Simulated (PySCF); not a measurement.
CsF (SMILES [F][Cs]), singlet, geometry from GFN2-xTB (such geometries of metal compounds can be far from the true shape) (core potentials on Cs); PySCF with M062X/def2-SV(P).

The PySCF input:
```python
from pyscf import gto, scf, dft

mol = gto.Mole()
mol.atom = '''
    Cs   -0.000000   -0.000000   -0.324136
    F     0.000000    0.000000    1.980834
'''
mol.basis = 'def2-sv(p)'
mol.ecp = {'Cs': 'def2-sv(p)'}
mol.charge = 0
mol.spin = 0
mol.verbose = 4
mol.build()

mf = dft.RKS(mol)
mf.xc = 'm062x'
mf.kernel()
mf.analyze()
```

It wrote (shortened):

```
PySCF version 2.14.0

[INPUT] verbose = 4
[INPUT] num. atoms = 2
[INPUT] num. electrons = 18
[INPUT] charge = 0
[INPUT] spin (= nelec alpha-beta = 2S) = 0
[INPUT] symmetry False subgroup None
[INPUT] Mole.unit = angstrom
[INPUT] Symbol           X                Y                Z      unit          X                Y                Z       unit  Magmom
[INPUT]  1 Cs     0.000000000000   0.000000000000  -0.324136000000 AA    0.000000000000   0.000000000000  -0.612528267112 Bohr   0.0
[INPUT]  2 F      0.000000000000   0.000000000000   1.980834000000 AA    0.000000000000   0.000000000000   3.743233758227 Bohr   0.0

nuclear repulsion = 18.5960572521638
number of shells = 16
number of NR pGTOs = 59
number of NR cGTOs = 38
basis = def2-sv(p)
ecp = {'Cs': 'def2-sv(p)'}

******** <class 'pyscf.dft.rks.RKS'> ********
method = RKS
initial guess = minao
damping factor = 0
level_shift factor = 0
DIIS = <class 'pyscf.scf.diis.CDIIS'>
diis_start_cycle = 1
diis_space = 8
diis_damp = 0
SCF conv_tol = 1e-09
SCF conv_tol_grad = None
SCF max_cycles = 50
direct_scf = True
direct_scf_tol = 1e-13
XC library pyscf.dft.libxc version 7.1.2
    S. Lehtola, C. Steigemann, M. J. T. Oliveira, and M. A. L. Marques,  SoftwareX 7, 1–5 (2018)
XC functionals = m062x
    Y. Zhao and D. G. Truhlar,  Theor. Chem. Acc. 120, 215 (2008)
    Y. Zhao and D. G. Truhlar,  Theor. Chem. Acc. 120, 215 (2008)
radial grids:
    Treutler-Ahlrichs [JCP 102, 346 (1995); DOI:10.1063/1.469408] (M4) radial grids

becke partition: Becke, JCP 88, 2547 (1988); DOI:10.1063/1.454033
pruning grids: <function nwchem_prune>
grids dens level: 3
symmetrized grids: False
atomic radii adjust function: <function treutler_atomic_radii_adjust>
small_rho_cutoff = 0
Set gradient conv threshold to 3.16228e-05
Initial guess from minao.
tot grids = 37976
init E= -116.304955330677
  HOMO = -0.656702129452999  LUMO = -0.194106645159724  gap/eV = 12.58786
cycle= 1 E= -119.722915890588  delta_E= -3.42  |g|= 0.799  |ddm|= 1.86
  HOMO = -0.0524315696291049  LUMO = -0.030063878788944  gap/eV = 0.60866
cycle= 2 E= -119.019194829081  delta_E= 0.704  |g|= 2.03  |ddm|= 1.95
  HOMO = -0.291851436637167  LUMO = -0.0329743326909018  gap/eV = 7.04440
cycle= 3 E= -119.850995276765  delta_E= -0.832  |g|= 0.0636  |ddm|=  1.5
  HOMO = -0.275350221263734  LUMO = -0.0335782613284934  gap/eV = 6.57895
cycle= 4 E= -119.852542757599  delta_E= -0.00155  |g|= 0.015  |ddm|= 0.149
  HOMO = -0.280138471815717  LUMO = -0.0322380252723065  gap/eV = 6.74571
cycle= 5 E= -119.852603698655  delta_E= -6.09e-05  |g|= 0.00223  |ddm|= 0.0221
  HOMO = -0.281332992089557  LUMO = -0.032280525467268  gap/eV = 6.77706
cycle= 6 E= -119.852606033698  delta_E= -2.34e-06  |g|= 0.000303  |ddm|= 0.00571
  HOMO = -0.281311973738167  LUMO = -0.0323154391386495  gap/eV = 6.77554
cycle= 7 E= -119.852606117877  delta_E= -8.42e-08  |g|= 6.59e-05  |ddm|= 0.00118
  HOMO = -0.281322099166191  LUMO = -0.0323180182220888  gap/eV = 6.77575
cycle= 8 E= -119.852606124723  delta_E= -6.85e-09  |g|= 1.25e-05  |ddm|= 0.000471
  HOMO = -0.281322261397586  LUMO = -0.0323186337925314  gap/eV = 6.77573
cycle= 9 E= -119.852606124861  delta_E= -1.38e-10  |g|= 2.14e-06  |ddm|= 6.9e-05
  HOMO = -0.281323092809217  LUMO = -0.0323187023726028  gap/eV = 6.77575
Extra cycle  E= -119.852606124861  delta_E= -5.68e-13  |g|= 2.27e-06  |ddm|= 3.89e-06
converged SCF energy = -119.852606124861
**** SCF Summaries ****
Total Energy =                        -119.852606124861381
Nuclear Repulsion Energy =              18.596057252163806
One-electron Energy =                 -212.024202328264437
Two-electron Energy =                   73.575538951239267
Two-electron Coulomb Energy =           87.255240362891470
DFT Exchange-Correlation Energy =      -13.679701411652198
HOMO-LUMO gap [eV] =                     6.775754588845500
**** MO energy ****
MO #1   energy= -25.014072801381   occ= 2
MO #2   energy= -1.1100923949989   occ= 2
MO #3   energy= -1.03367684800489  occ= 2
MO #4   energy= -0.561718503321813 occ= 2
MO #5   energy= -0.561718503321783 occ= 2
MO #6   energy= -0.549149476927318 occ= 2
MO #7   energy= -0.294796895366384 occ= 2
MO #8   energy= -0.29479689536636  occ= 2
MO #9   energy= -0.281323092809217 occ= 2
MO #10  energy= -0.0323187023726028 occ= 0
MO #11  energy= -0.0015750412164892 occ= 0
MO #12  energy= -0.00157504121648661 occ= 0
MO #13  energy= 0.0150859205464053 occ= 0
MO #14  energy= 0.0386888477846919 occ= 0
MO #15  energy= 0.0415775762829907 occ= 0
MO #16  energy= 0.0415786956292969 occ= 0
MO #17  energy= 0.0755497077172838 occ= 0
Dipole moment(X, Y, Z, Debye):  0.00000, -0.00000, -7.38287
```
